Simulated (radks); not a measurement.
Results of a calculation; reference values are marked as such.
Isoelectronic series with 18 electrons, each ion in its NIST ground configuration. Code: a radial shooting solver on a logarithmic mesh with Libxc functionals. Model: Dirac Kohn-Sham, PBE, spin-unpolarised, spherical densities, finite nucleus; Fermi nuclear charge, rms radius of each element as measured or else 0.836 A^(1/3) + 0.57 fm. Total energies (hartree) and orbital eigenvalues (hartree):

| ion | configuration | E (hartree) | 3p3/2 | 3p1/2 |
|---|---|---|---|---|
| Ar | [Ar] | -529.23139 | -0.37524 | -0.38169 |
| Sc3+ | [Ar] | -762.42464 | -2.36723 | -2.38718 |
| Cr6+ | [Ar] | -1040.95095 | -5.44600 | -5.49196 |
| Co9+ | [Ar] | -1365.05921 | -9.56179 | -9.65196 |
| Zn12+ | [Ar] | -1735.14029 | -14.70014 | -14.85960 |
| As15+ | [Ar] | -2151.67828 | -20.85620 | -21.11814 |
| Kr18+ | [Ar] | -2615.24100 | -28.02911 | -28.43614 |
| Mo24+ | [Ar] | -3686.11896 | -45.43171 | -46.30183 |
| Rh27+ | [Ar] | -4294.99197 | -55.66747 | -56.88212 |
| Cd30+ | [Ar] | -4954.01380 | -66.93170 | -68.58688 |
| Sb33+ | [Ar] | -5664.21253 | -79.22937 | -81.43912 |
| Xe36+ | [Ar] | -6426.72261 | -92.56608 | -95.46480 |
| La39+ | [Ar] | -7242.8155 | -106.9480 | -110.6930 |
| Nd42+ | [Ar] | -8113.8959 | -122.3820 | -127.1564 |
| Eu45+ | [Ar] | -9041.4862 | -138.8754 | -144.8913 |
| Dy48+ | [Ar] | -10027.3640 | -156.4361 | -163.9385 |
| Tm51+ | [Ar] | -11073.4898 | -175.0725 | -184.3435 |
| Hf54+ | [Ar] | -12181.9160 | -194.7938 | -206.1572 |
| Re57+ | [Ar] | -13355.1661 | -215.6094 | -229.4369 |
